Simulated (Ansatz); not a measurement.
`CC(S)BO` and `C=CC(C)S` differ in one atom or group.

Ansatz, PBE0-D4/def2-TZVP geometries, multiplicity 1. Each molecule was computed in one conformer, which needn't be the lowest.

| property | `CC(S)BO` |
| --- | --- |
| LUMO energy (B3LYP/def2-TZVPP) / eV | -0.46 |
| HOMO energy (PBE/def2-TZVPP) / eV | -5.65 |
| HOMO energy (ωB97M-V/def2-TZVPP) / eV | -9.09 |
| HOMO–LUMO gap (PBE0/def2-TZVPP) / eV | 6.65 |
| HOMO energy (PBE0/def2-TZVPP) / eV | -6.87 |
| size of the dipole moment (ωB97M-V/def2-TZVPP) / D | 1.86 |

(1) What does the change do to each property? (Best estimate.)

Answers

(1) Computed: 
```
                                          property  `C=CC(C)S`  shift
               LUMO energy (B3LYP/def2-TZVPP) / eV       -0.28   0.18
                 HOMO energy (PBE/def2-TZVPP) / eV       -5.59   0.06
             HOMO energy (ωB97M-V/def2-TZVPP) / eV       -9.02   0.07
              HOMO–LUMO gap (PBE0/def2-TZVPP) / eV        6.74   0.09
                HOMO energy (PBE0/def2-TZVPP) / eV       -6.80   0.07
size of the dipole moment (ωB97M-V/def2-TZVPP) / D        1.30  -0.56
```

With PBE0 the HOMO rises by 0.07 eV and the LUMO rises by 0.17 eV, so the gap widens by about 0.10 eV. PBE moves the HOMO by 0.06 eV and ωB97M-V by 0.07 eV. Dipoles are sizes alone; their direction can turn.

B3LYP here is the variant with VWN-RPA as its local correlation; programs differ in this.
